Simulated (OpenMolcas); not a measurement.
Cr3+: effect of the IPEA shift

```
Program             : OpenMolcas
Basis               : ANO-RCC-VTZP [6s5p3d2f1g]
Scalar Hamiltonian  : DKH2, point nucleus
Active space        : 3 electrons in 5 orbitals (3d)
State averaging     : 2S+1 = 4 even, 10 roots; 2S+1 = 2 even, 40 roots
Spin-orbit coupling : RASSI with atomic mean-field integrals over the reference wave functions, term energies averaged over their components
```

Methods on the same reference wave functions:
A. CASSCF
B. MS-CASPT2, IPEA 0 Eh, imaginary shift 0.1 Eh (closed shells correlated: 3s 3p)
C. MS-CASPT2, IPEA 0.25 Eh, imaginary shift 0.1 Eh (closed shells correlated: 3s 3p)

Energies in cm⁻¹ above 3d³ ⁴F_3/2, the measured ground level; measured values from Sugar and Corliss, J. Phys. Chem. Ref. Data 6, 317 (1977).

| Level | A | B | C | Measured |
| --- | --- | --- | --- | --- |
| 3d³ ⁴F_3/2 | 0.0 | 0.0 | 0.0 | 0.0 |
| 3d³ ⁴F_5/2 | 245 | 247 | 247 | 236 |
| 3d³ ⁴F_7/2 | 580 | 583 | 583 | 556 |
| 3d³ ⁴F_9/2 | 1000 | 1001 | 1001 | 946 |
| 3d³ ⁴P_1/2 | 17843 | 14310 | 14610 | 14059 |
| 3d³ ⁴P_3/2 | 17953 | 14420 | 14710 | 14177 |
| 3d³ ²G_7/2 | 18172 | 14620 | 15110 | 15052 |
| 3d³ ⁴P_5/2 | 18235 | 14710 | 15000 | 14471 |
| 3d³ ²G_9/2 | 18523 | 14980 | 15470 | 15402 |
| 3d³ ²P_1/2 | 23973 | 19370 | 19740 | 19519 |
| 3d³ ²H_9/2 | 24009 | 21120 | 21470 | 21066 |
| 3d³ ²P_3/2 [70 %] | 24108 | 19320 | 19730 |  |
| 3d³ ²H_11/2 | 24279 | 21400 | 21740 | 21321 |
| 3d³ ²D_3/2(1) [71 %] | 26125 | 20570 | 21050 | 20650 |
| 3d³ ²D_5/2(1) | 26370 | 20620 | 21150 | 20664 |
| 3d³ ²F_7/2 | 41344 | 34720 | 35200 | 34363 |
| 3d³ ²F_5/2 | 41497 | 34870 | 35350 | 34556 |
| 3d³ ²D_5/2(2) | 64589 | 54850 | 55160 | 52975 |
| 3d³ ²D_3/2(2) | 64771 | 55030 | 55350 | 53142 |

Deviations, from unrounded energies. A percentage is the sum of absolute deviations over the sum of measured energies, with the sign that they share, or ± where signs differ.

```
                        Against measurement  Levels      A     B     C
             mean absolute deviation (cm-1)      17   4500   380   570
      fine structure of the ground term (%)       3   +5.1  +5.4  +5.4
other terms of the ground configuration (%)      14  +21.7  ±1.8  +2.8
```

B lies closest to measurement on these levels and A furthest from it. The largest miss of B in the table is 3d³ ²D_3/2(2), by +1900 cm-1. The ranking rests on the paired levels alone, and a cruder setting can come out closer through cancelling errors.

Between B and C the level of the table that moves most is 3d³ ²D_5/2(1), by 530 cm-1 (lowest in B, highest in C). Moves below CASPT2's spread within the term are not significant.

The mean deviations of B to C differ by less than CASPT2's widest spread within a term (1300 cm-1), so their order carries little weight.

From A to B the spin-free energies of the other terms of 3d³ shown, above ⁴F, scale by factors of 0.78 to 0.88, as is usual when dynamic correlation screens the repulsion within a d or f shell.

The lowest spin-free term lies below A's lowest term by 0.342 hartree in B, 0.336 hartree in C.

CASPT2 breaks the degeneracy within a term, and the mean is taken; among the terms shown or strongly mixed into the levels shown the widest spread is 1300 cm-1 (3d³ ⁴F, B). Without dynamic correlation excited terms often stand tens of per cent too high (terms of higher spin than the ground term too low), and those without a measured partner can miss by more than the paired ones (holds for A). Computed and measured levels are paired by configuration, term and J; levels that our copy of the source lacks, or whose pairing is in doubt (as where it misses far off the trend of its configuration), stay unpaired and out of the deviations. Levels of configurations outside the active space are missing.

A share in square brackets marks a mixed level and gives the weight of the term that names it, the lowest over the columns. A number in round brackets counts repeated terms of one configuration in the order of the reference energies.
